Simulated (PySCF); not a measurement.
# The first ionisation energy along the 3d series

Calculated with PySCF 2.14 from differences of total energies of unrestricted determinants, without spin-orbit coupling. Values in eV. The last column holds reference values (NIST; (s) semi-empirical, (t) theoretical, else measured). Unmarked ones compare directly (S terms, centres of terms, or small fine structure); those marked * lie between the lowest fine-structure levels and include a spin-orbit shift.

| element | configurations | MP2 (valence) | SCS-MP2 (valence) | CCSD(T) (valence) | LDA | PBE0 | MP2 (valence and next inner shell) | reference |
| --- | --- | --- | --- | --- | --- | --- | --- | --- |
| Sc (def2-QZVPPD, non-relativistic) | [Ar] 3d1 4s2 → [Ar] 3d1 4s1 | 6.078 | 6.228 | 6.353 | 6.652 | 6.343 | 6.328 | 6.562 |
| Ti (def2-QZVPPD, non-relativistic) | [Ar] 3d2 4s2 → [Ar] 3d2 4s1 | 6.337 | 6.512 | 6.626 | 6.870 | 6.521 | 6.543 | 6.828 |
| V (def2-QZVPPD, non-relativistic) | [Ar] 3d3 4s2 → [Ar] 3d4 | 6.303 | 6.832 | 6.571 | 6.173 | 6.063 | 6.079 | 6.732 |
| Cr (def2-QZVPPD, non-relativistic) | [Ar] 3d5 4s1 → [Ar] 3d5 | 6.389 | 6.067 | 6.452 | 7.460 | 6.925 | 6.631 | 6.767 |
| Mn (def2-QZVPPD, non-relativistic) | [Ar] 3d5 4s2 → [Ar] 3d5 4s1 | 6.972 | 7.195 | 7.259 | 7.486 | 7.025 | 7.079 | 7.434 |
| Fe (def2-QZVPPD, non-relativistic) | [Ar] 3d6 4s2 → [Ar] 3d6 4s1 | 7.443 | 7.629 | 7.713 | 8.024 | 7.535 | 7.544 | 7.904 |
| Co (def2-QZVPPD, non-relativistic) | [Ar] 3d7 4s2 → [Ar] 3d8 | 6.942 | 6.970 | 7.577 | 7.374 | 7.371 | 6.604 | 7.869 |
| Ni (def2-QZVPPD, non-relativistic) | [Ar] 3d8 4s2 → [Ar] 3d9 | 6.446 | 6.657 | 7.265 | 7.011 | 7.217 | 5.988 | 7.640 * |
| Cu (def2-QZVPPD, non-relativistic) | [Ar] 3d10 4s1 → [Ar] 3d10 | 7.425 | 7.267 | 7.454 | 8.386 | 7.747 | 7.505 | 7.726 |
| Zn (def2-QZVPPD, non-relativistic) | [Ar] 3d10 4s2 → [Ar] 3d10 4s1 | 8.986 | 9.007 | 9.142 | 9.685 | 9.069 | 9.043 | 9.394 |

| method | elements | mean error (eV) | mean absolute error (eV) | largest error (eV) |
| --- | --- | --- | --- | --- |
| MP2 (valence) | 9 | -0.482 | 0.482 | -0.927 |
| SCS-MP2 (valence) | 9 | -0.390 | 0.412 | -0.899 |
| CCSD(T) (valence) | 9 | -0.230 | 0.230 | -0.315 |
| LDA | 9 | 0.099 | 0.333 | 0.694 |
| PBE0 | 9 | -0.291 | 0.331 | -0.669 |
| MP2 (valence and next inner shell) | 9 | -0.429 | 0.429 | -1.265 |

Errors include the incompleteness of the basis and the frozen core.

"Valence" correlates the outer s and p shells and, in groups 3 to 12 and the f block, the outer d or f shell, open or full, or the next shell where the ion has no valence electron left; the wider scheme adds the next inner shell.
